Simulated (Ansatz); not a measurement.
Geometry optimisation, RKS B3LYP/def2-SVP in Ansatz.

The input (input.yaml):

```yaml
crystal:
  periodic: [false, false, false]
  atoms:
    - { symbol: C, position_ang: [-2.308, 1.7968, -0.2703] }
    - { symbol: C, position_ang: [-1.2901, 1.3, -0.2034] }
    - { symbol: Si, position_ang: [0.3557, 0.4689, -0.0858] }
    - { symbol: C, position_ang: [0.8503, -0.004, 1.6721] }
    - { symbol: Si, position_ang: [0.4099, -1.4471, -1.4019] }
    - { symbol: H, position_ang: [-3.3055, 2.3388, -0.3541] }
    - { symbol: H, position_ang: [-0.52239, 2.00427, -0.52391] }
    - { symbol: H, position_ang: [0.8279, 0.881, 2.3218] }
    - { symbol: H, position_ang: [1.7615, -0.477, 1.7896] }
    - { symbol: H, position_ang: [0.0343, -0.7108, 2.0968] }
    - { symbol: H, position_ang: [0.1289, -1.1128, -2.7899] }
    - { symbol: H, position_ang: [-0.5989, -2.401, -0.8952] }
    - { symbol: H, position_ang: [1.6893, -2.0754, -1.3137] }
basis:
  gaussian: { orbitals: def2-SVP }
hamiltonian:
  xc: b3lyp
relax:
  f_tol: 0.02
  max_steps: 50
output:
  orbitals: {}
```

Launched with:

```bash
$ ansatz run input.yaml --threads 2 --pin off --max-ram 3072MiB --backend cpu --events-out ev --progress --plain --runs-dir out
```

Task: Where does it end, and by what steps?

Result: It converged. After 11 steps the energy has fallen by 4.518 eV; H7 moved furthest, 1.75 Å. The start is strongly strained (largest force component 15 eV/Å), so its close contacts needn't be bonds. Parted: C2–H7 (1.09 → 2.71 Å).

| step | energy less start (eV) | largest force component (eV/Å) | accepted |
| --- | --- | --- | --- |
| 0 | 0.0000 | 14.767 | yes |
| 1 | -1.3763 | 2.269 | yes |
| 2 | -1.6023 | 2.555 | yes |
| 3 | -2.0646 | 3.013 | yes |
| 4 | -2.7587 | 2.505 | yes |
| 5 | -3.4388 | 1.964 | yes |
| 6 | -3.9365 | 1.250 | yes |
| 7 | -4.2211 | 0.759 | yes |
| 8 | -4.3950 | 0.413 | yes |
| 9 | -4.4902 | 0.168 | yes |
| 10 | -4.5160 | 0.287 | yes |
| 11 | -4.5180 | 0.014 | yes |

```xyz
13
Properties=species:S:1:pos:R:3
C -2.613 1.663 -0.180
C -1.474 1.235 -0.129
Si 0.233 0.537 -0.065
C 0.702 0.128 1.720
Si 0.295 -1.370 -1.456
H -3.618 2.044 -0.224
H 1.172 1.566 -0.607
H 0.657 1.033 2.346
H 1.727 -0.274 1.767
H 0.016 -0.621 2.146
H -0.026 -1.005 -2.868
H -0.695 -2.386 -0.985
H 1.656 -1.990 -1.424
```

Time of the run: 44 s on 2 threads of Intel(R) Xeon(R) Platinum 8488C (Sapphire Rapids) (shared host), peak memory 0.29 GiB.
